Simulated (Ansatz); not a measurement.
Basis sets compared for SiHMe2(OEt) (C₄H₁₂OSi). Charge 0, multiplicity 1. Geometry PBE-D4/def2-SVP. Ansatz on 4 threads of Arm Neoverse V2 on a shared host; times are rough, and most runs start from earlier orbitals.

Cartesian coordinates in Å:
```
C 1.366 -0.496 -1.745
C 1.556 -1.783 1.082
C -1.339 1.064 -0.070
C -1.903 2.045 0.946
O -0.324 0.284 0.543
Si 0.416 -1.038 -0.208
H -0.653 -2.029 -0.615
H 1.865 -1.364 -2.225
H 2.148 0.246 -1.482
H 0.697 -0.036 -2.500
H 0.992 -2.069 1.992
H 2.339 -1.055 1.378
H 2.060 -2.689 0.687
H -0.930 1.621 -0.948
H -2.156 0.410 -0.463
H -2.693 2.675 0.490
H -2.339 1.503 1.809
H -1.102 2.709 1.329
```

Another isomer (singlet) lies 0.34 eV lower at PBE0-D4/def2-TZVP; other spin states weren't run for this one.

Binding counts from free atoms (C triplet, O triplet, Si triplet, H doublet) in the same basis, without a counterpoise term.

| level | functions | energy (Eh) | HOMO (eV) | LUMO (eV) | binding per atom (eV) | wall time |
| --- | --- | --- | --- | --- | --- | --- |
| PBE-D4/def2-SVP | 148 | -523.6992 | -6.00 | 0.79 | 4.04 | 1.4 s |
| PBE0-D4/def2-SVP | 148 | -523.7661 | -7.56 | 1.67 | 4.00 | 1.9 s |

Question: Estimate the rows for PBE-D4/def2-TZVP (with forces), PBE0-D4/def2-TZVP.

Answer: 
```csv
level,functions,energy (Eh),HOMO (eV),LUMO (eV),binding per atom (eV),wall time
PBE-D4/def2-TZVP (with forces),264,-524.0719,-6.18,0.31,4.02,3.1 s
PBE0-D4/def2-TZVP,264,-524.1319,-7.67,1.13,3.98,4.8 s
```
